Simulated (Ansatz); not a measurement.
Energy profile

The step: SiH₄O ([OH][SiH3]) + BH₃ → BSiH₅O ([BH2][O][SiH3]) + H₂; bonds formed: H2–H5; dative contacts that become bonds: B1–O6; bonds broken: B1–H2, H5–O6 (atoms numbered as in the saddle structure below).

B1  (-0.903, 0.480, -0.891)
H2  (-0.168, 1.442, -1.421)
H3  (-0.648, -0.520, -1.503)
H4  (-2.023, 0.885, -0.824)
H5  (0.158, 1.263, -0.445)
O6  (-0.157, 0.550, 0.509)
Si7  (0.743, -0.750, 1.028)
H8  (1.293, -0.398, 2.357)
H9  (-0.145, -1.934, 1.116)
H10  (1.850, -1.018, 0.074)
(Å)

Electronic energies by CCSD(T) at an estimated basis limit (MP2 extrapolated from triple and quadruple zeta, plus CCSD(T) − MP2 in triple zeta), on PBE0-D4/def2-TZVP structures; BSiH7O, closed shell; no counterpoise correction. Computed with Ansatz 0.2.0 (basis: def2-TZVPP and def2-QZVPP); correlated methods freeze the cores. Extrapolation: Hartree–Fock as exp(−7.88 √X), correlation as X^−2.97.

Task: Give the profile in kJ/mol, counted from the separated reactants. (An estimate is asked for; the value comes from the calculation.)

Result: By the calculation:
| point | kJ/mol |
| --- | --- |
| separated: BH3 (B1, H2, H3, H4; singlet) + SiH4O (linked as [OH][SiH3]; H5, O6, Si7, H8, H9, H10; singlet) | 0.0 |
| start structure | -60.5 |
| saddle | 36.0 |
| end structure | -128.3 |
| separated: BSiH5O (linked as [BH2][O][SiH3]; B1, H3, H4, O6, Si7, H8, H9, H10; singlet) + H2 (H2, H5; singlet) | -125.6 |

The T1 diagnostic stays at or below 0.013.

The step is the kind of ligand exchange by which a precursor binds to a hydroxyl group, or is hydrolysed, in atomic layer deposition of oxides.

For scale, one of the runs: CCSD(T)/def2-TZVPP, 202 basis functions, launched by `ansatz run in.yaml --threads 2 --pin off --events-out ev --progress --plain --max-ram 4352MiB`. The run took 45 s on 2 CPU threads of an Arm Neoverse V2 (shared host), with 2.5 GiB of host memory at its peak.
